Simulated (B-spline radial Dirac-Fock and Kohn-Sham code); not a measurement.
# X-ray lines that fill the 2p1/2 vacancy in V⁴⁺

System: V⁴⁺, configuration [Ar] 3d1.

Method: a relativistic independent-particle model: LDA orbitals of the hole state, radiative multipoles to third order, Auger rates from the Coulomb interaction with a continuum orbital, Dirac-Fock energies. Computed with a radial finite-basis atomic code.

```
 line  multipole  energy (eV)  width (meV)  share (%)
L2-M1         E1        456.5        0.101       31.0
L2-M3         E2        490.5     0.000140     0.0431
L2-M4         E1        532.0        0.225       69.0
```

The listed lines hold 100.0 % of the radiative rate. The radiative width is 0.000326 eV in the length form and 0.000349 eV in the velocity form; the two differ because the transition energies are not eigenvalue differences of the potential that gave the orbitals.
